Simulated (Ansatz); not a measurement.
Start from `N[BH][SnH]([F])[Cl]` and change one atom or group to get `[F][SnH]([Cl])[Cl]`.

Ansatz, PBE0-D4/def2-TZVP geometries, multiplicity 1. Each molecule was computed in one conformer, which needn't be the lowest.

Elements past krypton have def2 core potentials.

| property | `N[BH][SnH]([F])[Cl]` |
| --- | --- |
| LUMO energy (PBE/def2-TZVPP) / eV | -2.36 |
| LUMO energy (ωB97M-V/def2-TZVPP) / eV | 0.37 |
| HOMO energy (PBE0/def2-TZVPP) / eV | -8.09 |
| HOMO–LUMO gap (ωB97M-V/def2-TZVPP) / eV | 10.57 |
| zero-point energy (PBE0-D4/def2-TZVP) / kJ/mol | 133.8 |
| HOMO–LUMO gap (B3LYP/def2-TZVPP) / eV | 6.18 |

**Question.** Give the same properties after the change, and the shifts. (Best estimate.)

**Answer.** Computed: 
```json
{"property": "LUMO energy (PBE/def2-TZVPP) / eV", "`[F][SnH]([Cl])[Cl]`": "-3.13", "shift": "-0.77"}
{"property": "LUMO energy (ωB97M-V/def2-TZVPP) / eV", "`[F][SnH]([Cl])[Cl]`": "-0.12", "shift": "-0.49"}
{"property": "HOMO energy (PBE0/def2-TZVPP) / eV", "`[F][SnH]([Cl])[Cl]`": "-9.62", "shift": "-1.53"}
{"property": "HOMO–LUMO gap (ωB97M-V/def2-TZVPP) / eV", "`[F][SnH]([Cl])[Cl]`": "11.76", "shift": "1.19"}
{"property": "zero-point energy (PBE0-D4/def2-TZVP) / kJ/mol", "`[F][SnH]([Cl])[Cl]`": "29.6", "shift": "-104.2"}
{"property": "HOMO–LUMO gap (B3LYP/def2-TZVPP) / eV", "`[F][SnH]([Cl])[Cl]`": "6.81", "shift": "0.63"}
```

With PBE0 the HOMO falls by 1.53 eV and the LUMO falls by 0.68 eV, so the gap widens by about 0.85 eV. PBE moves the HOMO by -1.33 eV and ωB97M-V by -1.68 eV. The zero-point energy changes by -104.2 kJ/mol with -12 modes.

B3LYP here is the variant with VWN-RPA as its local correlation; programs differ in this.
